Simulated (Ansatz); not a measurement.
Cost and result up the ladder for Si8BH16, a doped cluster cut from the lattice of silicon (B on a surface site) (25 atoms). Charge 0, multiplicity 2. Geometry: PBE-D4/def2-SVP.

```csv
atom,x (Å),y (Å),z (Å)
B1,0.8233,0.4330,-1.6313
Si2,-1.8126,1.9350,0.3228
Si3,-1.2194,-2.3198,-0.5147
Si4,1.0014,-0.2200,1.8296
Si5,0.1228,-1.3503,-2.2047
Si6,-0.3519,2.0487,-1.5349
Si7,2.2474,0.3461,-0.1399
Si8,-0.5163,1.5271,2.2440
Si9,0.0234,-2.3298,1.4835
H10,2.0021,0.6742,-2.0415
H11,-2.7974,0.8053,0.1659
H12,-2.5930,3.2130,0.5089
H13,-1.6291,-3.7314,-0.8554
H14,-2.4713,-1.5112,-0.2918
H15,2.0613,-0.2857,2.9122
H16,-0.7549,-1.2624,-3.4326
H17,1.2063,-2.3650,-2.4885
H18,-1.2392,2.1939,-2.7505
H19,0.4103,3.3430,-1.3671
H20,2.9508,1.6617,0.0703
H21,3.2938,-0.7079,-0.3922
H22,0.2865,2.7553,2.5938
H23,-1.3607,1.1555,3.4384
H24,1.1396,-3.3400,1.3896
H25,-0.8234,-2.6681,2.6860
```

Ansatz on 2 threads of AMD EPYC 7R13 on a shared host and a share (18 GiB) of an NVIDIA H100 80GB HBM3. Times are rough, and most runs start from the orbitals of an earlier one. PBE0-D4/def2-TZVP serves as the yardstick here, not as an exact answer. Differences are given only for rows in sets of like size (and for xTB, whose basis is part of the method), since another set adds its own error. Binding counts from free atoms at the same level (B doublet, Si triplet, H doublet; other spins of the atoms weren't run), without zero-point energy or a counterpoise term.

LC-ωPBE has ω = 0.4 bohr⁻¹. B3LYP takes the VWN-RPA correlation. Correlated methods freeze 41 core orbitals. The rows differ in basis, and correlated rows in double-zeta sets carry the largest basis error. Single mean-field runs in def2-TZVP are fitted with def2-universal-jkfit.

Correlated methods converge slowly with the basis, most of all in double-zeta sets.

```
                            level  functions  wall time
                         HF/6-31G        145      1.8 s
                   B3LYP-D4/6-31G        145      2.4 s
                  PBE-D4/def2-SVP        238      2.4 s
                 PBE0-D4/def2-SVP        238      2.9 s
                 PBE-D4/def2-TZVP        423        3 s
               B3LYP-D4/def2-TZVP        423      3.3 s
                LC-ωPBE/def2-TZVP        423      3.8 s
  PBE0-D4/def2-TZVP (with forces)        423      4.1 s
                    MP2/def2-TZVP        423      4.6 s
r2SCAN-D4/def2-TZVP (with forces)        423        5 s
                 B97M-V/def2-TZVP        423        6 s
                 CCSD(T)/def2-SVP        238       10 s
```

**Question.** Estimate what each level gives for the binding energy per atom (eV).

**Answer.** 
```csv
level,binding energy per atom (eV),difference from PBE0-D4/def2-TZVP (eV)
HF/6-31G,1.99,–
B3LYP-D4/6-31G,2.88,–
PBE-D4/def2-SVP,3.12,–
PBE0-D4/def2-SVP,3.11,–
PBE-D4/def2-TZVP,3.12,0.00
B3LYP-D4/def2-TZVP,3.11,0.00
LC-ωPBE/def2-TZVP,3.08,-0.04
PBE0-D4/def2-TZVP (with forces),3.11,0.00
MP2/def2-TZVP,2.95,-0.16
r2SCAN-D4/def2-TZVP (with forces),3.14,0.03
B97M-V/def2-TZVP,3.16,0.04
CCSD(T)/def2-SVP,2.90,–
```
